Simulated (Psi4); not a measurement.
C3H7O (SMILES [CH2]COC), doublet, at a GFN2-xTB geometry; Psi4 with R2SCAN/6-31G*.

Here is a job for Psi4.
```
memory 2 GB

molecule mol {
0 2
  O    -0.048885   -0.672232    0.068074
  C    -0.055710    0.727547   -0.056593
  C     1.225528   -1.236196   -0.081697
  C    -1.414542    1.255894    0.109654
  H     0.633942    1.176472    0.692191
  H     0.360581    1.020338   -1.045939
  H     1.106293   -2.311427    0.033642
  H     1.645512   -1.020470   -1.073121
  H     1.921438   -0.862872    0.681314
  H    -2.222885    0.581822    0.297336
  H    -1.585465    2.310522    0.041800
}

set basis 6-31g*
set reference uks

energy('r2scan')
print_variables()
```

Output, abridged:

```
   => Loading Basis Set <=

    Name: 6-31G*
    Role: ORBITAL
    Keyword: BASIS

         ---------------------------------------------------------
                                   SCF
               by Justin Turney, Rob Parrish, Andy Simmonett
                          and Daniel G. A. Smith
                              UKS Reference
         ---------------------------------------------------------

  ==> Geometry <==

    Molecular point group: c1
    Full point group: C1

    Geometry (in Angstrom), charge = 0, multiplicity = 2:

       Center              X                  Y                   Z               Mass
    ------------   -----------------  -----------------  -----------------  -----------------
         O           -0.017646336158    -0.657262067805     0.061816357890    15.994914619570
         C           -0.024471336158     0.742516932195    -0.062850642110    12.000000000000
         C            1.256766663842    -1.221226067805    -0.087954642110    12.000000000000
         C           -1.383303336158     1.270863932195     0.103396357890    12.000000000000
         H            0.665180663842     1.191441932195     0.685933357890     1.007825032230
         H            0.391819663842     1.035307932195    -1.052196642110     1.007825032230
         H            1.137531663842    -2.296457067805     0.027384357890     1.007825032230
         H            1.676750663842    -1.005500067805    -1.079378642110     1.007825032230
         H            1.952676663842    -0.847902067805     0.675056357890     1.007825032230
         H           -2.191646336158     0.596791932195     0.291078357890     1.007825032230
         H           -1.554226336158     2.325491932195     0.035542357890     1.007825032230

  Running in c1 symmetry.

  Rotational constants: A =      1.05560  B =      0.14683  C =      0.13548 [cm^-1]
  Rotational constants: A =  31645.95959  B =   4401.81362  C =   4061.46084 [MHz]
  Nuclear repulsion =  126.393997661213959

  Charge       = 0
  Multiplicity = 2
  Electrons    = 33
  Nalpha       = 17
  Nbeta        = 16

  ==> Algorithm <==

  SCF Algorithm Type is DF.
  DIIS enabled.
  MOM disabled.
  Fractional occupation disabled.
  Guess Type is SAD.
  Energy threshold   = 1.00e-06
  Density threshold  = 1.00e-06
  Integral threshold = 1.00e-12

  ==> Primary Basis <==

  Basis Set: 6-31G*
    Blend: 6-31G*
    Number of shells: 38
    Number of basis functions: 74
    Number of Cartesian functions: 74
    Spherical Harmonics?: false
    Max angular momentum: 2

  ==> DFT Potential <==

   => LibXC <=

    Version 7.1.2
    S. Lehtola, C. Steigemann, M. J. T. Oliveira, and M. A. L. Marques,  SoftwareX 7, 1–5 (2018) (10.1016/j.softx.2017.11.002)

   => Composite Functional: R2SCAN <=

    r2SCAN Meta-GGA XC Functional  (0.1021/acs.jpclett.0c02405)
    J. W. Furness, A. D. Kaplan, J. Ning, J. P. Perdew, J. Sun  J. Phys. Chem. Lett.  11, 8208–8215, 2020

    Deriv               =              1
    GGA                 =           TRUE
    Meta                =           TRUE

    Exchange Hybrid     =          FALSE
    MP2 Hybrid          =          FALSE

   => Exchange Functionals <=

    1.0000   XC_MGGA_X_R2SCAN

   => Correlation Functionals <=

    1.0000   XC_MGGA_C_R2SCAN

   => LibXC Density Thresholds  <==

    XC_MGGA_C_R2SCAN:  1.00E-15
    XC_MGGA_X_R2SCAN:  1.00E-11

   => Molecular Quadrature <=

    Radial Scheme          =       TREUTLER
    Pruning Scheme         =           NONE
    Nuclear Scheme         =       TREUTLER

    Blocking Scheme        =         OCTREE
    BS radius alpha        =              1
    Pruning alpha          =              1
    Radial Points          =             75
    Spherical Points       =            302
    Total Points           =         235147
    Total Blocks           =           1791
    Max Points             =            256
    Max Functions          =             74
    Weights Tolerance      =       1.00E-15

   => Loading Basis Set <=

    Name: (6-31G* AUX)
    Role: JKFIT
    Keyword: DF_BASIS_SCF

  ==> Integral Setup <==

  SCF_SUBTYPE=INCORE selected. In-core MEM_DF algorithm will be used.
  Using in-core AOs.

  ==> MemDFJK: Density-Fitted J/K Matrices <==

    J tasked:                   Yes
    K tasked:                    No
    wK tasked:                   No
    Algorithm:                 Core
    Schwarz Cutoff:           1E-12
    Mask sparsity (%):       0.5478
    Fitting Condition:        1E-10

   => Auxiliary Basis Set <=

  Basis Set: (6-31G* AUX)
    Blend: CC-PVDZ-JKFIT
    Number of shells: 159
    Number of basis functions: 499
    Number of Cartesian functions: 499
    Spherical Harmonics?: false
    Max angular momentum: 3

  Minimum eigenvalue in the overlap matrix is 5.4292001279E-03.
  Reciprocal condition number of the overlap matrix is 8.0531188037E-04.
    Using symmetric orthogonalization.

  ==> Pre-Iterations <==

  SCF Guess: Superposition of Atomic Densities via on-the-fly atomic UHF (no occupation information).

   -------------------------
    Irrep   Nso     Nmo
   -------------------------
     A         74      74
   -------------------------
    Total      74      74
   -------------------------

  ==> Iterations <==

                           Total Energy        Delta E     RMS |[F,P]|

   @DF-UKS iter SAD:  -192.96585739638527   -1.92966e+02   0.00000e+00
   @DF-UKS iter   1:  -193.28165126554092   -3.15794e-01   9.56220e-03 ADIIS/DIIS
   @DF-UKS iter   2:  -193.16108831322606    1.20563e-01   1.17313e-02 ADIIS/DIIS
   @DF-UKS iter   3:  -193.53780149528089   -3.76713e-01   2.05822e-03 ADIIS/DIIS
   @DF-UKS iter   4:  -193.54629317129920   -8.49168e-03   5.86159e-04 ADIIS/DIIS
   @DF-UKS iter   5:  -193.54703342816205   -7.40257e-04   1.17227e-04 ADIIS/DIIS
   @DF-UKS iter   6:  -193.54706792647474   -3.44983e-05   5.45129e-05 DIIS
   @DF-UKS iter   7:  -193.54707627293720   -8.34646e-06   1.53096e-05 DIIS
   @DF-UKS iter   8:  -193.54707721282830   -9.39891e-07   5.02590e-06 DIIS
   @DF-UKS iter   9:  -193.54707729037196   -7.75437e-08   3.05055e-06 DIIS
   @DF-UKS iter  10:  -193.54707731821594   -2.78440e-08   6.08471e-07 DIIS
  Energy and wave function converged.

  ==> Post-Iterations <==

   Electrons on quadrature grid:
      Nalpha   =   16.9999965767 ; deviation = -3.423e-06
      Nbeta    =   15.9999939408 ; deviation = -6.059e-06
      Ntotal   =   32.9999905175 ; deviation = -9.482e-06

   @Spin Contamination Metric:   6.303128280E-03
   @S^2 Expected:                7.500000000E-01
   @S^2 Observed:                7.563031283E-01
   @S   Expected:                5.000000000E-01
   @S   Observed:                5.000000000E-01

    Orbital Energies [Eh]
    ---------------------

    Alpha Occupied:

[...]
    Alpha Virtual:

[...]
    Beta Occupied:

[...]
      16A     -0.215542

    Beta Virtual:

[...]
      74A      4.499608

    Final Occupation by Irrep:
              A
    DOCC [    16 ]
    SOCC [     1 ]
    NA   [    17 ]
    NB   [    16 ]

  @DF-UKS Final Energy:  -193.54707731821594

   => Energetics <=

    Nuclear Repulsion Energy =            126.3939976612139588
    One-Electron Energy =                -511.8719426029883266
    Two-Electron Energy =                 219.2867429017058498
    DFT Exchange-Correlation Energy =     -27.3558752781474404
    Empirical Dispersion Energy =           0.0000000000000000
    VV10 Nonlocal Energy =                  0.0000000000000000
    Total Energy =                       -193.5470773182159405

  UHF NO Occupations:
  HONO-2 :   15  A 1.9996333
  HONO-1 :   16  A 1.9978191
  HONO-0 :   17  A 1.0000000
  LUNO+0 :   18  A 0.0021809
  LUNO+1 :   19  A 0.0003667
  LUNO+2 :   20  A 0.0002930
  LUNO+3 :   21  A 0.0002513

Computation Completed

Properties will be evaluated at   0.000000,   0.000000,   0.000000 [a0]

Properties computed using the SCF density matrix

 Multipole Moments:

 ------------------------------------------------------------------------------------
     Multipole            Electronic (a.u.)      Nuclear  (a.u.)        Total (a.u.)
 ------------------------------------------------------------------------------------

 L = 1.  Multiply by 2.5417464519 to convert [e a0] to [Debye]
 Dipole X            :         -1.5362043            1.9480580            0.4118537
 Dipole Y            :         -0.7138703            0.9335375            0.2196672
 Dipole Z            :          0.3057283           -0.3902345           -0.0845062
 Magnitude           :                                                    0.4743611

 ------------------------------------------------------------------------------------

  Variable Map:
  ----------------------------------------------------------------------------
[...]
  Array Variable Map:
  ----------------------------------------------------------------------------
[...]
[...]
```
